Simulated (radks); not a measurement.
Isoelectronic series with 10 electrons, all held in the configuration [Ne], which need not be the ground one along the series. Method: Dirac Kohn-Sham, PBE, spin-unpolarised, spherical densities, finite nucleus; Fermi nuclear charge, rms radius of each element as measured or else 0.836 A^(1/3) + 0.57 fm; computed with a radial shooting solver on a logarithmic mesh with Libxc functionals. Total energies (hartree) and orbital eigenvalues (hartree):

ion    E (hartree)      2p3/2      2p1/2
Ne      -129.01345   -0.48870   -0.49250
Al3+    -240.72130   -3.82118   -3.83761
S6+     -388.89446   -9.47068   -9.51830
K9+     -573.66437  -17.39151  -17.50170
Ti12+   -795.26103  -27.57435  -27.79486
Mn15+  -1053.97828  -40.01756  -40.41621
Ni18+  -1350.16822  -54.72260  -55.39118
Ga21+  -1684.24055  -71.69271  -72.75111
Se24+  -2056.66697  -90.93239  -92.53306
Rb27+  -2467.98313  -112.4472  -114.7799
Zr30+  -2918.79204  -136.2438  -139.5407
Tc33+  -3409.76842  -162.3295  -166.8709
Pd36+  -3941.66942  -190.7127  -196.8332
In39+  -4515.33833  -221.4027  -229.4980
Te42+  -5131.70707  -254.4095  -264.9439
Cs45+   -5791.8236  -289.7441  -303.2591
Ce48+   -6496.8377  -327.4184  -344.5420
Pm51+   -7248.0303  -367.4450  -388.9027
Gd54+   -8046.7957  -409.8377  -436.4644
Ho57+   -8894.7855  -454.6109  -487.3648
